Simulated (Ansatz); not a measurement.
Cl2Zn (`[Cl][Zn][Cl]`). Total charge 0; spin multiplicity 1.

```xyz
3

Cl    0.554    0.350   -1.978
Zn    0.000    0.000    0.000
Cl   -0.554   -0.350    1.978
```

(1) What are the harmonic wavenumbers in cm⁻¹ at PBE0-D4/def2-TZVP (Ansatz, finite differences of forces, unscaled)? (An estimate is asked.)

(2) Is this a minimum?

(3) Give the ideal-gas thermochemistry at 298.15 K and 1 bar (rigid rotor, harmonic oscillator; point group D∞h, symmetry number 2).

Answers

(1) The calculation gave: 106, 106, 355, 509.

(2) Yes, all 4 modes are real.

(3) Zero-point energy 6.4 kJ/mol; H(298) − E = 20.4 kJ/mol; entropy 276.7 J/(mol·K), of which translation 170.2, rotation 71.0, vibration 35.5; G(298) − E = -62.1 kJ/mol.
